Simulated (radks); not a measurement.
Results of a calculation; reference values are marked as such.
Problem. The hafnium ion Hf2+, configuration [Kr] 4d10 4f14 5s1.75 5p6 5d2 6p0.25 (fractional occupations, a model configuration). Code: a radial shooting solver on a logarithmic mesh with Libxc functionals. Model: Dirac Kohn-Sham, BLYP, spin-unpolarised, spherical densities, finite nucleus; open shells are shared between the two j in proportion to 2j + 1; Fermi nuclear charge, rms radius 5.347 fm. Some entries of the table are withheld. Estimate them.

| orbital | occ. | eigenvalue (hartree) | <r> (bohr) |
|---|---|---|---|
| 1s1/2 | 2 | -2396.152 | 0.01899 |
| 2s1/2 | 2 | -410.0723 | 0.07977 |
| 2p1/2 | 2 | -391.7759 | 0.06612 |
| 2p3/2 | 4 | -347.9632 | 0.07384 |
| 3s1/2 | 2 | -93.90721 | 0.2082 |
| 3p1/2 | 2 | -85.77510 | 0.1981 |
| 3p3/2 | 4 | -76.38674 | 0.2125 |
| 3d3/2 | 4 | -62.58600 | 0.1863 |
| 3d5/2 | 6 | -60.53805 | 0.1908 |
| 4s1/2 | 2 | -19.41205 | 0.4682 |
| 4p1/2 | 2 | (1) | 0.4746 |
| 4p3/2 | 4 | (2) | 0.5075 |
| 4d3/2 | 4 | -8.44037 | (3) |
| 4d5/2 | 6 | -8.04672 | (4) |
| 5s1/2 | 1.75 | -3.07510 | 1.132 |
| 5p1/2 | 2 | -2.12621 | 1.259 |
| 5p3/2 | 4 | -1.83561 | 1.365 |
| 4f5/2 | 6 | -1.27807 | 0.6678 |
| 4f7/2 | 8 | -1.21376 | 0.6801 |
| 6s1/2 | 0 | -0.67292 | 2.963 |
| 5d3/2 | 0.8 | -0.66829 | 2.043 |
| 5d5/2 | 1.2 | -0.64599 | 2.103 |
| 6p1/2 | 0.0833333 | -0.48930 | 3.534 |
| 6p3/2 | 0.166667 | -0.45535 | 3.761 |
| 6d3/2 | 0 | -0.24361 | 5.689 |
| 6d5/2 | 0 | -0.23984 | 5.775 |

Solution. 
(1) 4p1/2 eigenvalue (hartree): -16.07770
(2) 4p3/2 eigenvalue (hartree): -13.92808
(3) 4d3/2 <r> (bohr): 0.5285
(4) 4d5/2 <r> (bohr): 0.5401
